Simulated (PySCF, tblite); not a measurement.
Calculations on `CC(C)[C@@H]1[GeH2][CH2][C@@H]1F`, in the order of a workflow; each names the level of the geometry that it ran on. Settings lines and outputs come from a driver script.

Species: C6H13FGe.
Atom-mapped SMILES: `[CH3:1][CH:2]([CH3:3])[C@@H:4]1[GeH2:5][CH2:6][C@@H:7]1[F:8]` (hydrogens: H9, H10, H11 on C1; H12 on C2; H13, H14, H15 on C3; H16 on C4; H17, H18 on Ge5; H19, H20 on C6; H21 on C7)

Step 1: GFN2-xTB geometry optimisation, gas phase (tblite 0.8.0) (from a force-field or distance-geometry start)
```json
{"job": {"kind": "relax", "xc": "GFN2-xTB", "basis": "xTB"}, "charge": 0, "multiplicity": 1}
```
```
step      E/eV     max force
  0    -709.88152    2.157
  1    -710.09593    0.731
  2    -710.18634    0.673
...
 98    -710.49036    0.015
 99    -710.49040    0.012
100    -710.49043    0.015
101    -710.49045    0.014
102    -710.49047    0.008
```

Energy lowered by 14.0 kcal/mol over 102 steps; largest atomic force 0.008 eV/Å at the end. «max force» is the largest atomic force in eV/Å.

The run took 2.2 s wall on Intel Xeon at 2.50 GHz, one thread (shared host).

Step 2: GFN2-xTB harmonic vibrations, gas phase (tblite 0.8.0) (on the GFN2-xTB geometry)
```json
{"job": {"kind": "ir", "xc": "GFN2-xTB", "basis": "xTB"}, "charge": 0, "multiplicity": 1}
```
```
(table of modes left out)
```

57 modes from 53 to 3042 cm⁻¹ (unscaled, harmonic); zero-point energy 106.9 kcal/mol; all wavenumbers are real at this level.

On one thread, Intel Xeon at 2.50 GHz (x86_64), shared host with 64 logical CPUs at a one-minute load of 64, this took 2.7 s wall.

Step 3: PBE0-D3(BJ)/def2-SVP geometry optimisation, gas phase (PySCF 2.14.0) (from the GFN2-xTB geometry)
```json
{"job": {"xc": "PBE0", "basis": "def2-SVP", "d3": "d3bj", "grid": 1, "shake": 0.01, "kind": "geom"}, "charge": 0, "multiplicity": 1}
```
```
step   0  E = -2412.14805788  max force = 0.038532
step   1  E = -2412.15452207  max force = 0.009203
step   2  E = -2412.15482821  max force = 0.001820
step   3  E = -2412.15486009  max force = 0.000637
step   4  E = -2412.15487794  max force = 0.001035
step   5  E = -2412.15488901  max force = 0.000982
step   6  E = -2412.15489360  max force = 0.000764
step   7  E = -2412.15489320  max force = 0.000622
step   8  E = -2412.15489423  max force = 0.000477
step   9  E = -2412.15489760  max force = 0.000484
step  10  E = -2412.15490071  max force = 0.000448
optimisation converged
```

Final energy -2412.15490 Eh after 10 steps; dipole 1.50 D. Energies in Eh; «max force» is the largest Cartesian gradient component in Eh/bohr.

On Intel Xeon at 2.50 GHz, one thread, no GPU, shared host, this took 8.7 min wall and 0.97 GiB of memory at its peak.

Step 4: TDDFT CAM-B3LYP/def2-SVPD, vertical, gas phase, core orbitals frozen in the response (PySCF 2.14.0, density-fitted response routines) (on the PBE0-D3(BJ)/def2-SVP geometry)
```json
{"job": {"kind": "uv", "xc": "CAM-B3LYP", "basis": "def2-SVPD", "ip": true}, "charge": 0, "multiplicity": 1}
```
```
...
Static polarisability (au): isotropic 101.885, principal 87.725 104.487 113.444
Singlet excitations
state   eV       nm        f      main configurations
  1   6.9406    178.6   0.05409   H->L 0.69, H-1->L 0.21
  2   7.2572    170.8   0.02473   H-1->L 0.50, H->L+1 0.23, H->L 0.13
  3   7.2867    170.2   0.05198   H->L+1 0.53, H-1->L 0.16, H->L+2 0.10
  4   7.6401    162.3   0.02183   H-1->L+1 0.64, H-1->L+2 0.14, H-1->L+3 0.10
  5   7.7155    160.7   0.14358   H->L+2 0.73, H->L+1 0.13
  6   8.0577    153.9   0.07556   H-1->L+2 0.58, H-1->L+1 0.15
  7   8.0975    153.1   0.03232   H-4->L 0.30, H-3->L 0.18, H-2->L 0.10
  8   8.1939    151.3   0.03013   H->L+3 0.32, H-3->L 0.14, H-4->L 0.14
  9   8.3710    148.1   0.01528   H->L+4 0.79
 10   8.4356    147.0   0.00260   H-2->L 0.33, H-1->L+3 0.17, H-1->L+7 0.12
Triplet excitations (Tamm-Dancoff, eV): 6.1317 6.6001 7.0680 7.3393
Vertical ionisation energy (delta-SCF) = 9.5755 eV
```

HOMO -8.97 eV, LUMO 0.95 eV; lowest singlet 6.94 eV; lowest triplet 6.13 eV (Tamm–Dancoff); mean polarisability 101.9 au.

Hardware: one thread of an Intel Xeon at 2.50 GHz, shared host with 64 logical CPUs at a one-minute load of 63. Cost: 13 min (grids of density and orbitals included), 1.5 GiB resident at most.

Geometry of the electronic-property runs (PBE0-D3(BJ)/def2-SVP):
```
atom  x, y, z in Å
C1    -2.1986   -0.9909   -0.4877
C2    -1.2057    0.1231   -0.8111
C3    -1.7721    1.4931   -0.4611
C4     0.1271   -0.1007   -0.1149
Ge5    1.7885    0.9332   -0.4876
C6     2.3661   -0.9403   -0.1901
C7     0.9211   -1.3738   -0.4634
F8     0.7910   -1.6091   -1.8239
H9    -3.1590   -0.8284   -1.0019
H10   -2.4031   -1.0373    0.5953
H11   -1.8163   -1.9728   -0.8045
H12   -1.0162    0.0959   -1.8978
H13   -1.9783    1.5722    0.6195
H14   -2.7159    1.6837   -0.9950
H15   -1.0688    2.2991   -0.7257
H16   -0.0054   -0.0707    0.9827
H17    1.9418    1.4621   -1.9238
H18    2.2407    2.0075    0.5209
H19    2.6437   -1.0955    0.8633
H20    3.1043   -1.4313   -0.8377
H21    0.5913   -2.2959    0.0494
```

 (This holds for the electronic-property runs.)

One conformer stands for the species.
